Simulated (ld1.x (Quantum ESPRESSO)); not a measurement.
## Before and after: PAW potential for selenium (Se)

```
Element                 : Se (Z = 34)
Generator               : ld1.x (Quantum ESPRESSO) 7.5
Type                    : PAW
Functional              : PBEsol
Relativity              : scalar-relativistic
Frozen core             : [Ar] 3d10
Valence charge          : 6
Reference configuration : 4s2 4p4
Partial waves           : 4s (bound): rcut 1.25, rcutus 1.35 bohr; 4s channel at 1.35 Ry: rcut 1.25, rcutus 1.35 bohr; 4p (bound): rcut 1.20, rcutus 1.65 bohr; 4p channel at -0.1 Ry: rcut 1.20, rcutus 1.65 bohr
Local potential         : all-electron potential smoothed inside 1.55 bohr (lloc = -2)
Core correction         : Bessel-smoothed model core inside 0.95 bohr
Augmentation charge     : PSQ, inside the norm-conserving radii
```

All-electron outer shells of the reference configuration (PBEsol, scalar-relativistic, ld1.x):

```tsv
shell	level (eV)	outermost node (bohr)	outermost maximum (bohr)
3p	-152.76	0.21	0.50
3d	-53.12	–	0.45
4s	-17.29	0.70	1.51
4p	-6.51	0.74	1.80
```

Change: waves 4s (bound): rcut 1.25, rcutus 1.82 bohr; 4s channel at 1.35 Ry: rcut 1.25, rcutus 1.82 bohr.

Cutoffs: the cutoffs (Ry, on a coarse ladder) from which the occupation-weighted sum of valence levels, in a spherical-Bessel basis at the reference potential, stays within 10 and 1 mRy of its value at 400 Ry; they do not see the model core or the augmentation charge, which bear on the density cutoff. Errors are all-electron minus pseudo energies relative to the spin-unpolarised reference configuration.

What does the change do?

The potential gets softer (21 Ry and 40 Ry → 10 Ry and 21 Ry); the errors of the 7 common tests hardly move; neither file shows a bound ghost. A larger radius leaves more room for a smooth pseudo-wave, so fewer plane waves are needed.

```csv
quantity,base,changed
"cutoff, loose",21 Ry,10 Ry
"cutoff, tight",40 Ry,21 Ry
loose cutoff by channel (10 mRy a level),"s 18 Ry, p 8 Ry","s 6 Ry, p 8 Ry"
bound ghosts,none,none
"error for 4s2 4p3, meV [ΔE 10.85 eV]",-4.5,-4.5
"error for 4s2 4p2, meV [ΔE 31.22 eV]",-28,-28
"error for 4s2 4p1, meV [ΔE 62.12 eV]",-102,-102
"error for 4s1 4p5, meV [ΔE 10.89 eV]",-6.0,-6.0
"error for 4s0 4p6, meV [ΔE 21.98 eV]",-22,-22
"error for 4s2 4p3.5, meV [ΔE 4.31 eV]",-1.2,-1.2
"error for 4s2 4p4.3, meV [ΔE -1.59 eV]",+0.2,+0.2
lowest overlap eigenvalue by channel,"s 0.53, p 0.64","s 0.41, p 0.64"
```
